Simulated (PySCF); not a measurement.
Exercise with solution: oscillator strength and radiative lifetime

tert-butanol (C4H10O), SMILES CC(O)(C)C.

Geometry optimised at PBE0-D3(BJ)/def2-SVP. Other conformers were not sampled.

TDDFT-CAM-B3LYP/def2-SVPD (PySCF) puts the first singlet state with f over 0.02 at 7.08 eV (vertical), with the transition dipole (0.000, 0.000, 0.348) in atomic units.

Question: Find the oscillator strength, the wavelength and the radiative lifetime that this transition would have in vacuum if emission retraced absorption.

Answer: 
|μ|² = 0.1211 au, so |μ| = 0.88 D. ΔE = 7.08/27.211 = 0.2602 hartree. f = (2/3) ΔE |μ|² = 0.021 (the program prints 0.021).
λ = 1239.84/7.08 = 175 nm; ν = 57104 cm⁻¹.
Einstein's coefficient A = 0.6670 ν² f s⁻¹ (ν in cm⁻¹) = 4.6e7 s⁻¹, so τ = 1/A = 22 ns. This state is S1. The figure is the radiative limit of this one transition; relaxation, internal conversion, crossing to triplets and a medium change what is measured.
